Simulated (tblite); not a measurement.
Species: C6H7B.
Cartesian coordinates in Å at the GFN2-xTB level; atoms count from 1:
```
atom  x, y, z in Å
C1     3.1984   -0.5765    0.4200
C2     1.9068    0.0472    0.5901
C3     0.8264    0.5698    0.7363
B4    -0.5166    1.2190    0.9013
C5    -1.7213    0.5744    0.2534
C6    -2.8130    0.5640   -0.4743
C7    -2.4298   -0.7656    0.0483
H8     3.1193   -1.4511   -0.2260
H9     3.8956    0.1337   -0.0254
H10    3.5905   -0.8854    1.3893
H11   -0.6264    2.2093    1.5229
H12   -3.4564    1.0611   -1.1589
H13   -2.0165   -1.5173   -0.6177
H14   -2.9577   -1.1832    0.8986
```

Calculated harmonic vibrations of the isolated species, GFN2-xTB (tblite), most abundant isotopes, no scaling. Errors from tens to a few hundred cm⁻¹ against measured bands are possible. Modes of hydrogen on boron can be 10 to 20 % off. One conformer, not necessarily the lowest. The optimisation stopped once no atom felt more than 0.01 eV/Å.

Lowest wavenumbers of the output (negative numbers stand for imaginary wavenumbers):
```
mode    cm-1
  1     -37.5
  2      50.7
  3      64.8
  4     182.1
  5     200.5
  6     223.9
  7     307.3
  8     355.7
  9     437.4
 10     667.4
 11     685.3
 12     705.6
 13     790.6
 14     929.8
 15     942.4
```

Is this structure a minimum?

Not by this Hessian. 1 mode is imaginary beyond 20i (38i cm⁻¹), so at this level the point lies at or near a first-order saddle. The curvature is small, so loose convergence or finite differences may be the whole cause.

Which atoms move in the imaginary mode?

38i: H9 (methyl hydrogen) 33 %, H10 (methyl hydrogen) 33 %, H8 (methyl hydrogen) 29 %. These are shares of the mass-weighted motion.

What is the remedy?

Step along that mode in both directions, optimise again with tighter thresholds and repeat the frequencies. The zero-point energy of this point (65.5 kcal/mol) counts the 35 real modes alone, and thermal corrections from it aren't those of a minimum.

On one thread, Arm Neoverse N1 (aarch64), shared host, this took 0.51 s. This covers the Hessian and the dipole derivatives.
